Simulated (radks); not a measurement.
All-electron atom: Mo+ in [Kr] 4d3 4f2 (not the ground configuration). Method: Dirac Kohn-Sham, PBE, spin-unpolarised, spherical densities, point nucleus; open shells fill j = l - 1/2 first; computed with a radial shooting solver on a logarithmic mesh with Libxc functionals.

Unscreened Slater integrals over Kohn-Sham orbitals (cm^-1). Large and small components are both included. Empty in this configuration: 4d5/2.

F0(4f5/2,4f5/2): 31339
F2(4f5/2,4f5/2): 16222
F4(4f5/2,4f5/2): 10543
F0(4f5/2,4d3/2): 40904
F2(4f5/2,4d3/2): 6899.4
G1(4f5/2,4d3/2): 4099.1
G3(4f5/2,4d3/2): 2333.5
F0(4f5/2,4p3/2): 41176
F2(4f5/2,4p3/2): 4536.4
G2(4f5/2,4p3/2): 1333.0
G4(4f5/2,4p3/2): 863.38
F0(4f5/2,4p1/2): 41189
G2(4f5/2,4p1/2): 1253.3
F0(4f5/2,4d5/2): 40894
F2(4f5/2,4d5/2): 6974.4
F4(4f5/2,4d5/2): 2838.2
G1(4f5/2,4d5/2): 4174.2
G3(4f5/2,4d5/2): 2376.7
G5(4f5/2,4d5/2): 1620.8
F0(4d3/2,4d3/2): 122940
F2(4d3/2,4d3/2): 62033
F0(4d3/2,4p3/2): 138410
F2(4d3/2,4p3/2): 68183
G1(4d3/2,4p3/2): 85091
G3(4d3/2,4p3/2): 52000
F0(4d3/2,4p1/2): 139530
G1(4d3/2,4p1/2): 84277
F0(4d3/2,4d5/2): 122460
F2(4d3/2,4d5/2): 61791
G2(4d3/2,4d5/2): 61772
G4(4d3/2,4d5/2): 40463
F0(4p3/2,4p3/2): 161690
F2(4p3/2,4p3/2): 85205
F0(4p3/2,4p1/2): 163540
G2(4p3/2,4p1/2): 86015
F0(4p3/2,4d5/2): 137710
F2(4p3/2,4d5/2): 67645
G1(4p3/2,4d5/2): 84210
G3(4p3/2,4d5/2): 51452
F0(4p1/2,4p1/2): 165480
F0(4p1/2,4d5/2): 138810
G3(4p1/2,4d5/2): 50869
F0(4d5/2,4d5/2): 121990
F2(4d5/2,4d5/2): 61559
F4(4d5/2,4d5/2): 40322
